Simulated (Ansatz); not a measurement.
```yaml
atoms:
  - { symbol: C, position_ang: [1.4450, -0.0245, 0.2686] }
  - { symbol: C, position_ang: [0.6880, 1.2341, -0.2323] }
  - { symbol: C, position_ang: [-0.7001, 1.2392, 0.1933] }
  - { symbol: C, position_ang: [-1.4808, 0.0209, -0.2661] }
  - { symbol: C, position_ang: [-0.6868, -1.2389, 0.2404] }
  - { symbol: C, position_ang: [0.7727, -1.2426, -0.2404] }
  - { symbol: H, position_ang: [1.4928, 0.0012, 1.2949] }
  - { symbol: H, position_ang: [2.4860, -0.0440, -0.1689] }
  - { symbol: H, position_ang: [0.7429, 1.3327, -1.2861] }
  - { symbol: H, position_ang: [1.2565, 2.1587, 0.0978] }
  - { symbol: H, position_ang: [-1.2217, 2.1853, -0.1820] }
  - { symbol: H, position_ang: [-0.7224, 1.3135, 1.3044] }
  - { symbol: H, position_ang: [-1.5184, 0.0463, -1.3141] }
  - { symbol: H, position_ang: [-2.5191, 0.0314, 0.1775] }
  - { symbol: H, position_ang: [-1.2747, -2.1199, -0.1373] }
  - { symbol: H, position_ang: [-0.7584, -1.3115, 1.3787] }
  - { symbol: H, position_ang: [1.2161, -2.1247, 0.1616] }
  - { symbol: H, position_ang: [0.8000, -1.3578, -1.3332] }
```

Basis set: 6-31G (spherical functions). Frozen core: 6 orbitals. Charge 0, multiplicity 1.

Computed with Ansatz (development build ahead of 0.2.0); each method stands on the lowest determinant of its kind that the runs found. Restricted open shells among the atoms or ions are ROHF, correlated in semicanonical orbitals with singles.

Task: Give the atomization energy at this shape (free ground-state atoms in the same class of orbitals less the molecule, no zero-point energy) of singlet C₆H₁₂ by RHF-MP2, RHF.

Result:

```
 method  atomization energy
RHF-MP2            66.53 eV
    RHF            55.61 eV
```

Caution: no unrestricted run beside it, a lower state can exist; the shape is not the minimum.

This basis has no polarisation functions and is too small for such energies, which can lie far from measured ones in either direction.
